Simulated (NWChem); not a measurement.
Program: NWChem. System: HfO$_{2}$, charge 0, spin multiplicity 1, at a geometry optimised with B3LYP/def2-SVP with def2 effective core potentials on Hf. The structure started from a generated list of species. Level: RHF/def2-SVP with def2 effective core potentials on Hf.

Job file:

```
start mol
memory heap 200 mb stack 900 mb global 1100 mb
geometry units angstroms nocenter noautoz
  Hf     0.000000     0.000000    -0.193078
  O     -1.443204     0.000000     0.868852
  O      1.443204     0.000000     0.868852
  symmetry group C2v
end
basis spherical
  * library def2-svp
end
ecp
  Hf library def2-ecp
end
scf
  rhf
  nopen 0
  maxiter 100
  thresh 1e-7
  semidirect memsize 60000000 filesize 0
end
task scf energy
```

Part of the output:

```
             Northwest Computational Chemistry Package (NWChem) 7.3.0
             --------------------------------------------------------

                                NWChem Input Module
                                -------------------

 Scaling coordinates for geometry "geometry" by  1.889725989
 (inverse scale =  0.529177249)

 Turning off AUTOSYM since
 SYMMETRY directive was detected!

                             Geometry "geometry" -> ""
                             -------------------------

 Output coordinates in angstroms (scale by  1.889725989 to convert to a.u.)

  No.       Tag          Charge          X              Y              Z
 ---- ---------------- ---------- -------------- -------------- --------------
    1 Hf                  72.0000     0.00000000     0.00000000    -0.19307800
    2 O                    8.0000    -1.44320400     0.00000000     0.86885200
    3 O                    8.0000     1.44320400     0.00000000     0.86885200

 Effective nuclear repulsion energy (a.u.)     351.9574820040

            Nuclear Dipole moment (a.u.)
            ----------------------------
        X                 Y               Z
 ---------------- ---------------- ----------------
     0.0000000000     0.0000000000     0.0000302356

      Symmetry information
      --------------------

 Group name             C2v
 Group number             16
 Group order               4
 No. of unique centers     2

      Symmetry unique atoms

     1    2


 Summary of "ao basis" -> "" (spherical)
 ------------------------------------------------------------------------------
       Tag                 Description            Shells   Functions and Types
 ---------------- ------------------------------  ------  ---------------------
 *                          def2-svp                  on all atoms

 Summary of "ao basis" -> "ao basis" (spherical)
 ------------------------------------------------------------------------------
       Tag                 Description            Shells   Functions and Types
 ---------------- ------------------------------  ------  ---------------------
 Hf                         def2-svp                12       32   6s3p2d1f
 O                          def2-svp                 6       14   3s2p1d

                                 NWChem SCF Module
                                 -----------------

  ao basis        = "ao basis"
  functions       =    60
  atoms           =     3
  closed shells   =    14
  open shells     =     0
  charge          =   0.00
  wavefunction    = RHF
  use symmetry    = T
  symmetry adapt  = T

 Summary of "ao basis" -> "ao basis" (spherical)
 ------------------------------------------------------------------------------
       Tag                 Description            Shells   Functions and Types
 ---------------- ------------------------------  ------  ---------------------
 Hf                         def2-svp                12       32   6s3p2d1f
 O                          def2-svp                 6       14   3s2p1d

      Symmetry analysis of basis
      --------------------------

        a1         25
        a2          7
        b1         17
        b2         11

 Forming initial guess at       0.1s

      Superposition of Atomic Density Guess
      -------------------------------------

 Sum of atomic energies:        -201.32054803

      Non-variational initial energy
      ------------------------------

 Total energy =    -196.339541
 1-e energy   =    -420.176839
 2-e energy   =     155.399895
 HOMO         =      -0.449219
 LUMO         =      -0.143938

      Symmetry analysis of molecular orbitals - initial
      -------------------------------------------------

  Numbering of irreducible representations:

     1 a1          2 a2          3 b1          4 b2

  Orbital symmetries:

     1 a1          2 b1          3 a1          4 b1          5 a1
     6 b2          7 a1          8 b1          9 a1         10 a2
    11 b1         12 b2         13 a1         14 b1         15 a1
    16 b2         17 a1         18 b1         19 b2         20 a2
    21 a1         22 a1         23 b1         24 a1

 Starting SCF solution at       0.2s

 ----------------------------------------------
         Quadratically convergent ROHF

 Convergence threshold     :          1.000E-07
 Maximum no. of iterations :          100
 Final Fock-matrix accuracy:          1.000E-09
 ----------------------------------------------

              iter       energy          gnorm     gmax       time
             ----- ------------------- --------- --------- --------
                 1     -196.5893136623  2.68D+00  6.76D-01      0.2
                 2     -196.9950868299  5.55D-01  2.07D-01      0.2
                 3     -197.0296052066  3.92D-01  1.08D-01      0.3
                 4     -197.0385793986  1.56D-01  6.01D-02      0.3
                 5     -197.0405043944  8.13D-03  1.97D-03      0.3
                 6     -197.0405141499  3.39D-05  1.13D-05      0.3
                 7     -197.0405141502  7.44D-09  1.92D-09      0.3

       Final RHF  results
       ------------------

         Total SCF energy =   -197.040514150194
      One-electron energy =   -424.196342320241
      Two-electron energy =    158.718424807099
 Nuclear repulsion energy =     68.437403362948

        Time for solution =      0.1s

       Symmetry analysis of molecular orbitals - final
       -----------------------------------------------

  Numbering of irreducible representations:

     1 a1          2 a2          3 b1          4 b2

  Orbital symmetries:

     1 a1          2 b1          3 a1          4 b1          5 a1
     6 b2          7 a1          8 b1          9 a1         10 b1
    11 a2         12 a1         13 b2         14 b1         15 a1
    16 b2         17 a1         18 b1         19 b2         20 a1
    21 a2         22 a1         23 b1         24 a1

             Final eigenvalues
             -----------------

              1
    1  -20.4684
    2  -20.4684
    3   -2.9057
    4   -1.6239
    5   -1.6105
    6   -1.5918
    7   -1.1048
    8   -1.0826
    9   -0.4695
   10   -0.4446
   11   -0.4216
   12   -0.4071
   13   -0.4026
   14   -0.3781
   15   -0.0519
   16    0.0114
   17    0.0387
   18    0.0660
   19    0.1494
   20    0.1623
   21    0.1650
   22    0.1906
   23    0.2153
   24    0.2533

                       ROHF Final Molecular Orbital Analysis
                       -------------------------------------

 Vector   12  Occ=2.000000D+00  E=-4.071258D-01  Symmetry=a1
              MO Center= -4.3D-14,  1.2D-15,  7.0D-01, r^2= 2.9D+00
   Bfn.  Coefficient  Atom+Function         Bfn.  Coefficient  Atom+Function
  ----- ------------  ---------------      ----- ------------  ---------------
    36      0.397719  2 O  px                50     -0.397719  3 O  px
     5      0.306878  1 Hf s                  3     -0.300138  1 Hf s
    39      0.285693  2 O  px                53     -0.285693  3 O  px
    18      0.214108  1 Hf d  0               2      0.172557  1 Hf s
     9     -0.171032  1 Hf pz                20      0.163837  1 Hf d  2

 Vector   13  Occ=2.000000D+00  E=-4.025967D-01  Symmetry=b2
              MO Center= -2.3D-13, -8.3D-15,  7.5D-01, r^2= 2.7D+00
   Bfn.  Coefficient  Atom+Function         Bfn.  Coefficient  Atom+Function
  ----- ------------  ---------------      ----- ------------  ---------------
    37      0.378372  2 O  py                51      0.378372  3 O  py
    40      0.304026  2 O  py                54      0.304026  3 O  py
    17      0.265752  1 Hf d -1               8     -0.156372  1 Hf py

 Vector   14  Occ=2.000000D+00  E=-3.780767D-01  Symmetry=b1
              MO Center= -1.3D-14,  8.8D-16,  8.1D-01, r^2= 2.8D+00
   Bfn.  Coefficient  Atom+Function         Bfn.  Coefficient  Atom+Function
  ----- ------------  ---------------      ----- ------------  ---------------
    38      0.408388  2 O  pz                52     -0.408388  3 O  pz
    41      0.331949  2 O  pz                55     -0.331949  3 O  pz
     7     -0.186291  1 Hf px

 Vector   15  Occ=0.000000D+00  E=-5.193940D-02  Symmetry=a1
              MO Center= -2.1D-14, -2.0D-13, -1.6D+00, r^2= 5.3D+00
   Bfn.  Coefficient  Atom+Function         Bfn.  Coefficient  Atom+Function
  ----- ------------  ---------------      ----- ------------  ---------------
     6      0.837155  1 Hf s                 15     -0.504503  1 Hf pz
     3     -0.206208  1 Hf s                 20     -0.181373  1 Hf d  2
     9      0.175688  1 Hf pz

 Vector   16  Occ=0.000000D+00  E= 1.139134D-02  Symmetry=b2
              MO Center= -3.7D-14, -6.1D-14, -9.7D-01, r^2= 7.9D+00
   Bfn.  Coefficient  Atom+Function         Bfn.  Coefficient  Atom+Function
  ----- ------------  ---------------      ----- ------------  ---------------
    14      0.830505  1 Hf py                22     -0.363753  1 Hf d -1
    17     -0.289013  1 Hf d -1               8     -0.163175  1 Hf py

 Vector   17  Occ=0.000000D+00  E= 3.865581D-02  Symmetry=a1
              MO Center=  2.9D-14,  1.0D-14, -5.4D-01, r^2= 5.5D+00
   Bfn.  Coefficient  Atom+Function         Bfn.  Coefficient  Atom+Function
  ----- ------------  ---------------      ----- ------------  ---------------
    15      0.520644  1 Hf pz                 5      0.389458  1 Hf s
    23     -0.373534  1 Hf d  0              25     -0.327160  1 Hf d  2
    20     -0.313178  1 Hf d  2              18     -0.310823  1 Hf d  0
     3     -0.179005  1 Hf s

 center of mass
 --------------
 x =   0.00000000 y =   0.00000000 z =  -0.06196365

 moments of inertia (a.u.)
 ------------------
         109.380365954208           0.000000000000           0.000000000000
           0.000000000000         347.318973525849           0.000000000000
           0.000000000000           0.000000000000         237.938607571641

  Mulliken analysis of the total density
  --------------------------------------

    Atom       Charge   Shell Charges
 -----------   ------   -------------------------------------------------------
    1 Hf  12    10.75   0.03 -0.30  1.75  0.54  0.20 -0.01  5.49  0.56  0.16  1.83  0.31  0.18
    2 O    8     8.62   1.99  1.07  0.81  2.73  2.01  0.01
    3 O    8     8.62   1.99  1.07  0.81  2.73  2.01  0.01

       Multipole analysis of the density wrt the origin
       ------------------------------------------------

     L   x y z        total         open         nuclear
     -   - - -        -----         ----         -------
     0   0 0 0     -0.000000      0.000000     28.000000

     1   1 0 0      0.000000      0.000000      0.000000
     1   0 1 0      0.000000      0.000000      0.000000
     1   0 0 1     -3.890744      0.000000     21.891901

     2   2 0 0    -35.017478      0.000000    119.007163
     2   1 1 0      0.000000      0.000000      0.000000
     2   1 0 1     -0.000000      0.000000      0.000000
     2   0 2 0    -19.527529      0.000000      0.000000
     2   0 1 1     -0.000000      0.000000      0.000000
     2   0 0 2    -24.495656      0.000000     44.730474

 Task  times  cpu:        0.3s     wall:        0.3s

 Total times  cpu:        0.4s     wall:        0.4s
```
